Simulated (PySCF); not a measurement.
## Excitation energy of Al by level of theory

Al [Ne] 3s2 3p1 (2P) → Al [Ne] 3s1 3p2 (4P), as a difference of total energies. All numbers are calculated (PySCF 2.14, the non-relativistic Hamiltonian (point nucleus), in def2-TZVPPD). Correlated levels: valence: [Ne] frozen; valence and next inner shell: 1s2 frozen. The calculations carry no spin-orbit coupling.

```tsv
method	excitation energy (eV)
UHF	2.409
LDA	3.668
PBE	3.564
PBE0	3.444
r2SCAN	3.169
BLYP	3.906
wB97X	3.597
B3LYP	3.806
revPBE	3.503
MP2 (valence)	3.135
SCS-MP2 (valence)	3.434
MP2 (valence and next inner shell)	3.281
SCS-MP2 (valence and next inner shell)	3.547
```

How much does correlation contribute at MP2 (valence and next inner shell)?

3.281 − (2.409) = 0.872 eV, measured against UHF.

Errors of the correlated levels include the incompleteness of this basis and the frozen core.

For comparison: 3.598 eV (measured; NIST levels, between the centres of gravity of the two terms).
